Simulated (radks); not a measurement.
Results of a calculation; reference values are marked as such.
Tm60+, 9 electrons, occupied as [He] 2s2 2p5. Level of theory: scalar-relativistic Kohn-Sham, SCAN, spin-polarised, spherical densities, finite nucleus; open shells are filled with parallel spins first (spin-orbit coupling, left out, can overturn this in heavy ions); meta-GGA in the generalised Kohn-Sham scheme; Fermi nuclear charge, rms radius 5.2256 fm (a radial shooting solver on a logarithmic mesh with Libxc functionals).

Unscreened Slater integrals over Kohn-Sham orbitals (eV). They are taken over the spin-up orbitals.

\begin{tabular}{lr}
integral & value \\ \hline
F0(2p,2p) & 337.75 \\
F2(2p,2p) & 160.41 \\
F0(2p,2s) & 312.43 \\
G1(2p,2s) & 177.87 \\
F0(2p,1s) & 458.99 \\
G1(2p,1s) & 89.166 \\
F0(2s,2s) & 296.59 \\
F0(2s,1s) & 419.55 \\
G0(2s,1s) & 43.374 \\
F0(1s,1s) & 1291.5 \\
\end{tabular}

Derived for the open shells (J is the average intra-shell exchange parameter used in DFT+U). 2p: J = F2/5 = 32.08 eV.
